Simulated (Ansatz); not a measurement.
Reactions of CH$_{3}$BClFOSi (`FB1OC1[SiH2]Cl`).

Computed with Ansatz on PBE0-D4/def2-TZVP structures; ΔE is electronic, products minus reactants. CCSD(T)/CBS adds triple-zeta CCSD(T) − MP2 to the extrapolated MP2 energy (def2 sets, frozen cores). This one scheme is used for every species. Functionals use def2-TZVPP. B3LYP here is the variant with VWN-RPA as its local correlation; programs differ in this. For Se outer-core shells are correlated without core-valence functions, which leaves a few kJ/mol of doubt a bond. Scalar relativity is left out up to krypton. Each species was taken in one conformer, which may not be the lowest.

```json
{"reaction": "`FB1OC1[SiH2]Cl` + `C[O][Al]([OH])[Cl]` → `[OH][Al]([Cl])[SiH2]Cl` + `COC1OB1F`", "CCSD(T)/CBS(def2) (kJ/mol)": "161"}
{"reaction": "`FB1OC1[SiH2]Cl` + CH₃OH → `CO[SiH2]Cl` + `FB1CO1`", "CCSD(T)/CBS(def2) (kJ/mol)": "-106"}
{"reaction": "`FB1OC1[SiH2]Cl` + `BNCC` → `BN(CC)[SiH2]Cl` + `FB1CO1`", "CCSD(T)/CBS(def2) (kJ/mol)": "-50"}
{"reaction": "`FB1OC1[SiH2]Cl` + `C[SiH2]O` → `C[SiH2]O[SiH2]Cl` + `FB1CO1`", "CCSD(T)/CBS(def2) (kJ/mol)": "-125"}
{"reaction": "`FB1OC1[SiH2]Cl` + `B[SeH]` → `B[Se][SiH2]Cl` + `FB1CO1`", "CCSD(T)/CBS(def2) (kJ/mol)": "?"}
```

(1) Fill in the missing values. (An estimate is asked.)

Largest T1 diagnostic: 0.014, for `COC1OB1F`.

Answers

(1) Computed: `FB1OC1[SiH2]Cl` + `B[SeH]` → `B[Se][SiH2]Cl` + `FB1CO1`: -58.5 kJ/mol.
